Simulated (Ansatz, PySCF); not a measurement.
C2H6ClFSi2, SMILES C=C(F)[Si@H]([SiH3])Cl. Atoms are numbered in the order given.

```xyz
12

C      2.2194     0.8025     0.7984
C      1.5118     0.2684    -0.1930
F      1.9457     0.3511    -1.4676
Si    -0.1466    -0.6209    -0.0857
Si    -1.7332     0.5075    -1.3850
Cl    -0.7545    -0.5920     1.9010
H      1.8501     0.7288     1.8223
H      3.1668     1.3133     0.6052
H      0.0233    -2.0415    -0.5059
H     -3.0665    -0.1492    -1.2374
H     -1.8118     1.9214    -0.9113
H     -1.3191     0.4807    -2.8204
```
Charge 0, spin multiplicity 1.

Geometry optimised at PBE0-D3(BJ)/def2-SVP. The structure was generated by enumeration; whether it is a known compound was not checked. The values are those of a single conformer.

Two levels are set side by side: PBE-D3(BJ)/def2-SVP (Ansatz, a quantum-chemistry and plane-wave program) and PBE0-D3(BJ)/def2-SVP (Ansatz). Each level has its own optimised geometry; the coordinates shown are those of the second. Frequencies come from the Hessian of PySCF at each geometry. Differences are taken from unrounded values.

```csv
quantity,PBE0-D3(BJ)
mean bond length (Å),1.558
bond C1–C2 (Å),1.330
bond C2–F3 (Å),1.349
bond C2–Si4 (Å),1.885
bond Si4–Si5 (Å),2.341
bond Si4–Cl6 (Å),2.078
bond C1–H7 (Å),1.091
bond C1–H8 (Å),1.093
bond Si4–H9 (Å),1.491
bond Si5–H10 (Å),1.494
bond Si5–H11 (Å),1.493
bond Si5–H12 (Å),1.494
highest harmonic wavenumber (cm⁻¹),3296
mean harmonic wavenumber (cm⁻¹),1030
zero-point energy (kcal/mol),44.15
```

**Question.** What does PBE-D3(BJ) give, and how far is it from PBE0-D3(BJ)? (An estimate is asked for; the answer gives what the named calculation found.)

**Answer.** 
```json
[
 {"quantity": "mean bond length (Å)", "PBE-D3(BJ)": "1.569", "PBE-D3(BJ) minus PBE0-D3(BJ)": "0.011"},
 {"quantity": "bond C1–C2 (Å)", "PBE-D3(BJ)": "1.341", "PBE-D3(BJ) minus PBE0-D3(BJ)": "0.011"},
 {"quantity": "bond C2–F3 (Å)", "PBE-D3(BJ)": "1.364", "PBE-D3(BJ) minus PBE0-D3(BJ)": "0.015"},
 {"quantity": "bond C2–Si4 (Å)", "PBE-D3(BJ)": "1.894", "PBE-D3(BJ) minus PBE0-D3(BJ)": "0.009"},
 {"quantity": "bond Si4–Si5 (Å)", "PBE-D3(BJ)": "2.350", "PBE-D3(BJ) minus PBE0-D3(BJ)": "0.009"},
 {"quantity": "bond Si4–Cl6 (Å)", "PBE-D3(BJ)": "2.092", "PBE-D3(BJ) minus PBE0-D3(BJ)": "0.015"},
 {"quantity": "bond C1–H7 (Å)", "PBE-D3(BJ)": "1.099", "PBE-D3(BJ) minus PBE0-D3(BJ)": "0.008"},
 {"quantity": "bond C1–H8 (Å)", "PBE-D3(BJ)": "1.101", "PBE-D3(BJ) minus PBE0-D3(BJ)": "0.008"},
 {"quantity": "bond Si4–H9 (Å)", "PBE-D3(BJ)": "1.503", "PBE-D3(BJ) minus PBE0-D3(BJ)": "0.012"},
 {"quantity": "bond Si5–H10 (Å)", "PBE-D3(BJ)": "1.504", "PBE-D3(BJ) minus PBE0-D3(BJ)": "0.010"},
 {"quantity": "bond Si5–H11 (Å)", "PBE-D3(BJ)": "1.503", "PBE-D3(BJ) minus PBE0-D3(BJ)": "0.010"},
 {"quantity": "bond Si5–H12 (Å)", "PBE-D3(BJ)": "1.505", "PBE-D3(BJ) minus PBE0-D3(BJ)": "0.011"},
 {"quantity": "highest harmonic wavenumber (cm⁻¹)", "PBE-D3(BJ)": "3202", "PBE-D3(BJ) minus PBE0-D3(BJ)": "-94"},
 {"quantity": "mean harmonic wavenumber (cm⁻¹)", "PBE-D3(BJ)": "993", "PBE-D3(BJ) minus PBE0-D3(BJ)": "-37"},
 {"quantity": "zero-point energy (kcal/mol)", "PBE-D3(BJ)": "42.58", "PBE-D3(BJ) minus PBE0-D3(BJ)": "-1.57"}
]
```

Exact exchange shortens and stiffens bonds; PBE has none. Differences between two approximate levels are no errors against the true value.
